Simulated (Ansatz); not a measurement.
Two structures of GaH3Cl2O, singlet, reached by relaxing down either side of one saddle point (PBE0-D4/def2-TZVP). Energies are electronic, without zero-point energy. Ansatz 0.2.0; basis: def2-TZVPP and def2-QZVPP; cores frozen in the correlated methods. Filled d shells of the heavier atoms are correlated. The def2 sets are not built for correlating such inner shells, so the correlated values are less sure here. Extrapolation: Hartree–Fock as exp(−7.88 √X), correlation as X^−2.97. First:

```
7
angstrom
Ga -0.3406 0.6654 -0.2330
O 1.4049 0.7265 -0.5030
Cl -1.6225 -0.3031 -1.6265
Cl -1.1511 1.7063 1.4165
H 0.3709 -1.4183 1.1812
H -0.3352 -1.6474 1.0698
H 1.6735 0.2706 -1.3050
```

Second:

Ga1  (-0.833, -0.032, 0.363)
O2  (1.232, 0.081, -0.104)
Cl3  (-1.357, -0.099, -1.751)
Cl4  (-1.152, 1.898, 1.249)
H5  (1.732, -0.717, 0.097)
H6  (-0.880, -1.333, 1.209)
H7  (1.258, 0.203, -1.063)
(Å)

(1) Which bonds change from the first to the second?

(2) Give the saddle point's structure and its height above each. (Judge from chemistry; the value comes from the calculation.)

The T1 diagnostic stays at or below 0.012.

Answers

(1) GaHCl₂O ([OH][Ga]([Cl])[Cl]) + H₂ → GaHCl₂ ([Cl][GaH][Cl]) + H₂O (still joined by a long Ga–O bond); bonds formed: Ga1–H6, O2–H5; bonds broken: H5–H6; bonds weakened to dative contacts: Ga1–O2.

(2) Computed: 104.0 kJ/mol above the first and 143.7 kJ/mol above the second (CCSD(T) at an estimated basis limit (MP2 extrapolated from triple and quadruple zeta, plus CCSD(T) − MP2 in triple zeta)).
```csv
atom,x (Å),y (Å),z (Å)
Ga1,-0.6063,0.3004,0.0631
O2,1.2911,0.1659,-0.1468
Cl3,-1.6834,-0.1794,-1.7112
Cl4,-1.2902,1.7729,1.4260
H5,0.7505,-0.8494,0.4911
H6,-0.0783,-1.2048,0.9151
H7,1.6165,-0.0057,-1.0373
```

Labels in which every atom is bracketed show which atoms are joined, not bond orders.

For scale, one of the runs: CCSD(T)/def2-TZVPP, 205 basis functions, launched by `ansatz run in.yaml --threads 4 --pin off --events-out ev --progress --plain --max-ram 9574MiB`. The run took 86 s on 4 CPU threads of an Arm Neoverse V2 (shared host), with 2.6 GiB of host memory at its peak.
